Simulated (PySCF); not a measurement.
**Trend along the second period: MHg cations**

CCSD(T) with double-zeta basis sets in PySCF, for the lowest determinant that a PBE0 search found; no spin–orbit coupling. De refers to high-spin ground-configuration atoms (the charge goes to the atom of lower measured ionisation energy or higher electron affinity, which is not always the lowest computed limit).

```
 M               basis  reference, frozen orbitals  charged atom  state (unpaired electrons)  Re (Å)  ωe (cm⁻¹)  De (eV)
Li  cc-pVDZ/cc-pVDZ-PP                      RHF, 0           Li+      singlet (closed shell)   2.723        248     0.56
Be           def2-SVPD                     ROHF, 0           Be+               doublet (σ ↑)   2.448        362     1.33
 B            def2-SVP                      RHF, 1            B+      singlet (closed shell)   2.375        313     1.18
 C            def2-SVP                      UHF, 1           Hg+               doublet (π ↑)   2.210        379     1.67
 O            def2-SVP                     ROHF, 1           Hg+               doublet (π ↑)   2.087        384     0.59
 F            def2-SVP                      RHF, 1           Hg+      singlet (closed shell)   1.968        511     1.25
```

The shortest bond is that of HgF⁺ (1.968 Å), the longest that of LiHg⁺ (2.723 Å).

The rows differ in basis set, which adds steps of its own.

The state changes along the series, so neighbouring rows are not always alike in their bonding.

Correlated steps freeze the inner cores (0 to 1 orbitals); shallow outer-core shells are correlated. UHF and ROHF references stand side by side, which adds small steps between rows. Correlated levels converge slowly with the basis: in double zeta they bind strong bonds too weakly, by up to about 1 eV, and carry superposition errors of some tenths. Spin–orbit coupling is left out, which matters for elements this heavy, above all for dissociation energies. For an ion De counts to the pair picked by the measured ionisation energies or electron affinities, which need not be the lowest pair at this level. Where the molecule has an RHF reference, its open-shell atoms are computed with UHF. The CCSD T1 diagnostic is raised in HgF⁺, a sign that a single reference may not be enough there. States were picked by a PBE0 search and need not be the measured ground states.
